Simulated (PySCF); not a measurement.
C$_{4}$F$_{5}$ (SMILES F[C](F)C#CC(F)(F)F), doublet, geometry from GFN2-xTB; SVWN5/def2-SVP in PySCF.

Here is a job for PySCF.
```python
from pyscf import gto, scf, dft

mol = gto.M(
    atom='''
F     3.105387   -0.155701    0.756500
C     2.249396   -0.206550   -0.245340
F     2.850286   -0.395806   -1.403874
C     0.908956   -0.082459   -0.101175
C    -0.299175    0.037237    0.029529
C    -1.738242    0.161569    0.189555
F    -2.066030    0.478724    1.447784
F    -2.253936    1.111153   -0.606033
F    -2.382997   -0.978235   -0.109422
''',
    basis='def2-svp',
    charge=0,
    spin=1,
    verbose=4,
)

mf = dft.UKS(mol)
mf.xc = 'lda,vwn'
mf.kernel()
```

The log (banner, timings and long lists left out):

```
PySCF version 2.14.0

[INPUT] verbose = 4
[INPUT] num. atoms = 9
[INPUT] num. electrons = 69
[INPUT] charge = 0
[INPUT] spin (= nelec alpha-beta = 2S) = 1
[INPUT] symmetry False subgroup None
[INPUT] Mole.unit = angstrom
[INPUT] Symbol           X                Y                Z      unit          X                Y                Z       unit  Magmom
[INPUT]  1 F      3.105387000000  -0.155701000000   0.756500000000 AA    5.868330940785  -0.294232247321   1.429577813233 Bohr   0.0
[INPUT]  2 C      2.249396000000  -0.206550000000  -0.245340000000 AA    4.250742385692  -0.390322931029  -0.463625407401 Bohr   0.0
[INPUT]  3 F      2.850286000000  -0.395806000000  -1.403874000000 AA    5.386259916682  -0.747964938460  -2.652937373398 Bohr   0.0
[INPUT]  4 C      0.908956000000  -0.082459000000  -0.101175000000 AA    1.717677899280  -0.155824926506  -0.191193040653 Bohr   0.0
[INPUT]  5 C     -0.299175000000   0.037237000000   0.029529000000 AA   -0.565358813317   0.070367731700   0.055801722732 Bohr   0.0
[INPUT]  6 C     -1.738242000000   0.161569000000   0.189555000000 AA   -3.284801318216   0.305321160220   0.358207035542 Bohr   0.0
[INPUT]  7 F     -2.066030000000   0.478724000000   1.447784000000 AA   -3.904230865135   0.904657249256   2.735915247527 Bohr   0.0
[INPUT]  8 F     -2.253936000000   1.111153000000  -0.606033000000 AA   -4.259321742298   2.099774852489  -1.145236392449 Bohr   0.0
[INPUT]  9 F     -2.382997000000  -0.978235000000  -0.109422000000 AA   -4.503211685660  -1.848596235464  -0.206777612002 Bohr   0.0

nuclear repulsion = 427.923464654377
number of shells = 54
number of NR pGTOs = 216
number of NR cGTOs = 126
basis = def2-svp
ecp = {}

******** <class 'pyscf.dft.uks.UKS'> ********
method = UKS
initial guess = minao
damping factor = 0
level_shift factor = 0
DIIS = <class 'pyscf.scf.diis.CDIIS'>
diis_start_cycle = 1
diis_space = 8
diis_damp = 0
SCF conv_tol = 1e-09
SCF conv_tol_grad = None
SCF max_cycles = 50
direct_scf = True
direct_scf_tol = 1e-13
number electrons alpha = 35  beta = 34
XC library pyscf.dft.libxc version 7.1.2
    S. Lehtola, C. Steigemann, M. J. T. Oliveira, and M. A. L. Marques,  SoftwareX 7, 1–5 (2018)
XC functionals = lda,vwn
    P. A. M. Dirac,  Math. Proc. Cambridge Philos. Soc. 26, 376 (1930)
    F. Bloch,  Z. Phys. 57, 545 (1929)
    S. H. Vosko, L. Wilk, and M. Nusair,  Can. J. Phys. 58, 1200 (1980)
radial grids:
    Treutler-Ahlrichs [JCP 102, 346 (1995); DOI:10.1063/1.469408] (M4) radial grids

becke partition: Becke, JCP 88, 2547 (1988); DOI:10.1063/1.454033
pruning grids: <function nwchem_prune>
grids dens level: 3
symmetrized grids: False
atomic radii adjust function: <function treutler_atomic_radii_adjust>
small_rho_cutoff = 0
Set gradient conv threshold to 3.16228e-05
tot grids = 127784
init E= -647.875458603123

cycle= 1 E= -646.315087758808  delta_E= 1.56  |g|= 0.758  |ddm|= 3.03
cycle= 2 E= -645.723208130066  delta_E= 0.592  |g|=  1.5  |ddm|= 2.05
cycle= 3 E= -646.509898749707  delta_E= -0.787  |g|= 0.152  |ddm|= 1.42
cycle= 4 E= -646.5072391675  delta_E= 0.00266  |g|= 0.17  |ddm|= 0.292
cycle= 5 E= -646.523020324014  delta_E= -0.0158  |g|= 0.0259  |ddm|= 0.152
cycle= 6 E= -646.523298642128  delta_E= -0.000278  |g|= 0.00797  |ddm|= 0.0304
cycle= 7 E= -646.523322398142  delta_E= -2.38e-05  |g|= 0.00362  |ddm|= 0.011
cycle= 8 E= -646.523327570359  delta_E= -5.17e-06  |g|= 0.00114  |ddm|= 0.00438
cycle= 9 E= -646.523328273173  delta_E= -7.03e-07  |g|= 0.000473  |ddm|= 0.00192
cycle= 10 E= -646.523328366465  delta_E= -9.33e-08  |g|= 0.000251  |ddm|= 0.00073
cycle= 11 E= -646.52332838542  delta_E= -1.9e-08  |g|= 0.000153  |ddm|= 0.000366
cycle= 12 E= -646.523328397536  delta_E= -1.21e-08  |g|= 4.23e-05  |ddm|= 0.000231
cycle= 13 E= -646.523328397454  delta_E= 8.12e-11  |g|= 4.08e-05  |ddm|= 6.95e-05
cycle= 14 E= -646.523328398331  delta_E= -8.77e-10  |g|= 9.6e-06  |ddm|= 4.31e-05
Extra cycle  E= -646.523328397873  delta_E= 4.59e-10  |g|= 3.08e-05  |ddm|= 3.63e-05
converged SCF energy = -646.523328397873  <S^2> = 0.75399201  2S+1 = 2.003988
```
